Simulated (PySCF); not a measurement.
PySCF job for GeCl₂I₂, SMILES [Cl][Ge]([Cl])([I])[I], TDA-PBE0/def2-SVPD. The structure is a stationary point at PBE-D3(BJ)/def2-SVP. The def2 effective core potentials stand for the cores of I; spin–orbit coupling is left out.

```python
import numpy as np
from pyscf import gto, scf, dft, tdscf

mol = gto.M(
    atom='''
    Cl    0.00000000    1.74453373    1.90106091
    Ge   -0.00000000    0.00000000    0.62019058
    Cl   -0.00000001   -1.74453373    1.90106091
    I    -2.08416947    0.00000000   -0.79700160
    I     2.08416947   -0.00000000   -0.79700160
    ''',
    basis='def2-SVPD',
    ecp={'I': 'def2-svp'},
    charge=0,
    spin=0,
    symmetry=True,
    max_memory=1600,
    verbose=4,
)
mf = dft.RKS(mol, xc='pbe0').density_fit(auxbasis='def2-universal-jkfit')
mf.grids.level = 3
mf.conv_tol = 1e-9
mf.max_cycle = 100
mf.kernel()
mf.grids = dft.Grids(mol).set(level=1).build(with_non0tab=True)  # coarser grid for the response kernel
td = tdscf.TDA(mf)
td.singlet = True
td.nstates = 10
td.conv_tol = 1e-4
td.positive_eig_threshold = 1e-6
td.kernel(x0=td.get_init_guess(mf, 15))
td.analyze()
tt = tdscf.TDA(mf)
tt.singlet = False
tt.nstates = 4
tt.conv_tol = 1e-4
tt.positive_eig_threshold = 1e-6
tt.kernel(x0=tt.get_init_guess(mf, 9))
tt.analyze(verbose=3)
```

Program output:

```
PySCF version 2.14.0

[INPUT] verbose = 4
[INPUT] num. atoms = 5
[INPUT] num. electrons = 116
[INPUT] charge = 0
[INPUT] spin (= nelec alpha-beta = 2S) = 0
[INPUT] symmetry True subgroup None
[INPUT] Mole.unit = angstrom
[INPUT] Symbol           X                Y                Z      unit          X                Y                Z       unit  Magmom
[INPUT]  1 Cl     0.000000000000   1.744533730000   1.901060910000 AA    0.000000000000   3.296690964766   3.592484466016 Bohr   0.0
[INPUT]  2 Ge     0.000000000000   0.000000000000   0.620190580000 AA    0.000000000000   0.000000000000   1.171990341235 Bohr   0.0
[INPUT]  3 Cl    -0.000000010000  -1.744533730000   1.901060910000 AA   -0.000000018897  -3.296690964766   3.592484466016 Bohr   0.0
[INPUT]  4 I     -2.084169470000   0.000000000000  -0.797001600000 AA   -3.938509495480   0.000000000000  -1.506114744840 Bohr   0.0
[INPUT]  5 I      2.084169470000   0.000000000000  -0.797001600000 AA    3.938509495480   0.000000000000  -1.506114744840 Bohr   0.0

nuclear repulsion = 960.038743275093
point group symmetry = C2v
symmetry origin: [-1.86775263e-09  0.00000000e+00 -1.09867786e-09]
symmetry axis x: [ 1.00000000e+00  8.30815797e-10 -1.25302110e-09]
symmetry axis y: [-8.30815797e-10  1.00000000e+00  2.10803947e-15]
symmetry axis z: [ 1.25302110e-09 -2.09744172e-15  1.00000000e+00]
num. orbitals of irrep A1 = 61
num. orbitals of irrep A2 = 23
num. orbitals of irrep B1 = 40
num. orbitals of irrep B2 = 38
number of shells = 62
number of NR pGTOs = 310
number of NR cGTOs = 162
basis = def2-SVPD
ecp = {'I': 'def2-svp'}


[settings echo left out]
init E= -3528.18178529993
HOMO (A1) = -0.856925400162794  LUMO (B2) = -0.839764734344467  gap/eV = 0.46697
cycle= 1 E= -3586.44512229566  delta_E= -58.3  |g|= 4.73  |ddm|= 14.8
HOMO (A1) = -0.116046230279933  LUMO (A1) = -0.104138467638389  gap/eV = 0.32403
cycle= 2 E= -3559.43500524765  delta_E=   27  |g|=  7.3  |ddm|= 18.1
HOMO (A2) = -0.144865511184718  LUMO (A1) = -0.129214183731556  gap/eV = 0.42589
cycle= 3 E= -3585.27057627025  delta_E= -25.8  |g|= 3.49  |ddm|= 15.3
HOMO (B1) = -0.305164626823228  LUMO (A1) = -0.247097521548405  gap/eV = 1.58009
cycle= 4 E= -3591.39791188096  delta_E= -6.13  |g|= 1.26  |ddm|= 8.15
HOMO (B1) = -0.221205215803082  LUMO (A1) = -0.106643782107248  gap/eV = 3.11738
cycle= 5 E= -3591.81226588179  delta_E= -0.414  |g|= 0.482  |ddm|= 2.16
HOMO (B1) = -0.301844802238341  LUMO (A1) = -0.122925752036039  gap/eV = 4.86864
cycle= 6 E= -3591.89124035764  delta_E= -0.079  |g|= 0.235  |ddm|= 1.13
HOMO (B1) = -0.306959415114692  LUMO (A1) = -0.140081710165425  gap/eV = 4.54097
cycle= 7 E= -3591.89895776525  delta_E= -0.00772  |g|= 0.14  |ddm|= 0.508
HOMO (B1) = -0.300485072353158  LUMO (A1) = -0.126751659548461  gap/eV = 4.72753
cycle= 8 E= -3591.90392766848  delta_E= -0.00497  |g|= 0.0238  |ddm|= 0.219
HOMO (B1) = -0.298528877498156  LUMO (A1) = -0.126719805655632  gap/eV = 4.67516
cycle= 9 E= -3591.90411203507  delta_E= -0.000184  |g|= 0.00532  |ddm|= 0.0405
HOMO (B1) = -0.298431347068182  LUMO (A1) = -0.126411386668813  gap/eV = 4.68090
cycle= 10 E= -3591.90412017199  delta_E= -8.14e-06  |g|= 0.00147  |ddm|= 0.0106
HOMO (B1) = -0.298479531169929  LUMO (A1) = -0.126559470628969  gap/eV = 4.67818
cycle= 11 E= -3591.90412102787  delta_E= -8.56e-07  |g|= 0.000371  |ddm|= 0.00276
HOMO (B1) = -0.29846501805125  LUMO (A1) = -0.126554276987584  gap/eV = 4.67793
cycle= 12 E= -3591.9041210713  delta_E= -4.34e-08  |g|= 4.23e-05  |ddm|= 0.000694
HOMO (B1) = -0.298462242081687  LUMO (A1) = -0.126546143572696  gap/eV = 4.67808
cycle= 13 E= -3591.90412107209  delta_E= -7.93e-10  |g|= 1.48e-05  |ddm|= 0.000145
HOMO (B1) = -0.298460210924276  LUMO (A1) = -0.126546776699975  gap/eV = 4.67800
Extra cycle  E= -3591.90412107211  delta_E= -1.91e-11  |g|= 1.64e-05  |ddm|= 5.47e-05
converged SCF energy = -3591.90412107211
tot grids = 36104
Overwritten attributes  positive_eig_threshold  of <class 'pyscf.tdscf.rks.TDA'>


******** <class 'pyscf.tdscf.rks.TDA'> for <class 'pyscf.df.df_jk.DFSymAdaptedRKS'> ********
nstates = 10 singlet
deg_eia_thresh = 1.000e-03
wfnsym = None
conv_tol = 0.0001
eigh lindep = 1e-12
eigh level_shift = 0
eigh max_cycle = 100


Excitation energies (eV)
[3.53008524 3.64782382 3.85411449 4.06723567 5.0501626  5.08194047
 5.29360797 5.45641649 6.07880001 6.18477183]

** Singlet excitation energies and oscillator strengths **
Excited State   1:   B1      3.53009 eV    351.22 nm  f=0.0081
      58 -> 59       -0.70185
Excited State   2:   A2      3.64782 eV    339.89 nm  f=0.0000
      57 -> 59       -0.70445
Excited State   3:   B2      3.85411 eV    321.69 nm  f=0.0060
      56 -> 59       -0.70316
Excited State   4:   A1      4.06724 eV    304.84 nm  f=0.0117
      55 -> 59       -0.69990
Excited State   5:   B2      5.05016 eV    245.51 nm  f=0.0084
      53 -> 59        0.70147
Excited State   6:   B1      5.08194 eV    243.97 nm  f=0.1402
      50 -> 59       -0.12338
      54 -> 59       -0.66834
      57 -> 61        0.10012
      58 -> 62        0.10634
Excited State   7:   A2      5.29361 eV    234.21 nm  f=0.0000
      52 -> 59       -0.70177
Excited State   8:   A1      5.45642 eV    227.23 nm  f=0.0356
      51 -> 59       -0.68313
Excited State   9:   A1      6.07880 eV    203.96 nm  f=0.0077
      58 -> 60       -0.69121
Excited State  10:   A2      6.18477 eV    200.47 nm  f=0.0000
      58 -> 61        0.69805

** Transition electric dipole moments (AU) **
state          X           Y           Z        Dip. S.      Osc.
  1         0.3059     -0.0000      0.0000      0.0936      0.0081
  2         0.0000      0.0000     -0.0000      0.0000      0.0000
  3        -0.0000     -0.2524      0.0000      0.0637      0.0060
  4        -0.0000      0.0000     -0.3421      0.1170      0.0117
  5         0.0000      0.2603     -0.0000      0.0678      0.0084
  6        -1.0613      0.0000     -0.0000      1.1263      0.1402
  7         0.0000     -0.0000     -0.0000      0.0000      0.0000
  8         0.0000     -0.0000     -0.5158      0.2660      0.0356
  9         0.0000     -0.0000      0.2275      0.0518      0.0077
 10         0.0000      0.0000      0.0000      0.0000      0.0000

WARN: ECP detected. Skipping calculation of transition velocity and magnetic dipole moments, which have not yet been implemented.



******** <class 'pyscf.tdscf.rks.TDA'> for <class 'pyscf.df.df_jk.DFSymAdaptedRKS'> ********
nstates = 4 triplet
deg_eia_thresh = 1.000e-03
wfnsym = None
conv_tol = 0.0001
eigh lindep = 1e-12
eigh level_shift = 0
eigh max_cycle = 100


Excitation energies (eV)
[3.10446866 3.26187815 3.42924846 3.60046482]

** Triplet excitation energies and oscillator strengths **
Excited State   1:   B1      3.10447 eV    399.37 nm  f=0.0000
Excited State   2:   A2      3.26188 eV    380.10 nm  f=0.0000
Excited State   3:   B2      3.42925 eV    361.55 nm  f=0.0000
Excited State   4:   A1      3.60046 eV    344.36 nm  f=0.0000
```

Self-consistency was reached.
